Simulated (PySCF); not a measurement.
GeH4SSe, SMILES S[Se][GeH3]. Atoms are numbered in the order given.

```xyz
7

Se    -0.4982     0.1575     0.9011
S     -1.7639     0.9334    -0.7855
H     -1.2331     2.1926    -0.8287
Ge     1.2934    -0.6284    -0.4696
H      2.3317    -1.2741     0.4888
H      0.7503    -1.6706    -1.4780
H      1.9226     0.5722    -1.2224
```

The structure is a stationary point at PBE-D3(BJ)/def2-SVP. This is a generated structure with no PubChem entry under its InChIKey; it may be hypothetical. One conformer was computed; it need not be the lowest.

Method: PBE/pcSseg-1 (PySCF).

GIAO shieldings, no solvent; atoms alike by connectivity are averaged. δ = σ(ref) − σ: ⁷⁷Se against Me2Se (σ = 1634.8 ppm); ³³S against H2S (σ = 706.5 ppm); ¹H against TMS (σ = 31.49 ppm); ⁷³Ge against GeH4 (σ = 1614.4 ppm), references at their B3LYP-D3(BJ)/def2-TZVP geometries, non-relativistic.

```json
[
 {"atoms": "Se1", "nucleus": "⁷⁷Se", "count": "1", "δ (ppm)": "60.3"},
 {"atoms": "S2", "nucleus": "³³S", "count": "1", "δ (ppm)": "150.3"},
 {"atoms": "H5, H6, H7", "nucleus": "¹H", "count": "3", "δ (ppm)": "?"},
 {"atoms": "H3", "nucleus": "¹H", "count": "1", "δ (ppm)": "?"},
 {"atoms": "Ge4", "nucleus": "⁷³Ge", "count": "1", "δ (ppm)": "199.5"}
]
```

**Question.** What belongs in the gaps? (Estimate from the structure and the level; the computed values follow.)

**Answer.** 
- H5, H6, H7, δ (ppm): 5.39
- H3, δ (ppm): 3.23
